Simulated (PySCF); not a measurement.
Ne⁺ (neon, charge +1) across methods

[He] 2s2 2p5, 2P determinant. Computed with PySCF 2.14 in aug-cc-pVQZ, with the non-relativistic Hamiltonian (point nucleus).

| method | E (hartree) | mean ε 2s β (eV) | mean ε 2p α (eV) | mean ε 2p β (eV) | Σ⟨r²⟩ (bohr²) | ⟨S²⟩ |
| --- | --- | --- | --- | --- | --- | --- |
| PBE | -128.0663 | -54.090 | -33.223 | -31.250 | 6.937 | 0.751 |
| B3LYP | -128.1792 | -57.262 | -35.890 | -33.833 | 6.906 | 0.751 |
| PBE0 | -128.0797 | -57.946 | -36.376 | -34.229 | 6.874 | 0.751 |
| M06 | -128.1530 | -57.568 | -36.523 | -34.102 | 6.832 | 0.751 |
| LDA | -127.4137 | -53.967 | -33.379 | -31.249 | 6.964 | 0.751 |
| r2SCAN | -128.1412 | -55.409 | -34.198 | -32.036 | 6.849 | 0.752 |
| BLYP | -128.1724 | -54.013 | -33.206 | -31.290 | 6.958 | 0.751 |
| UHF | -127.82120 | -68.259 | -44.937 | -42.099 | 6.771 | 0.753 |
| BHandHLYP | -128.1632 | -61.732 | -39.516 | -37.249 | 6.849 | 0.751 |
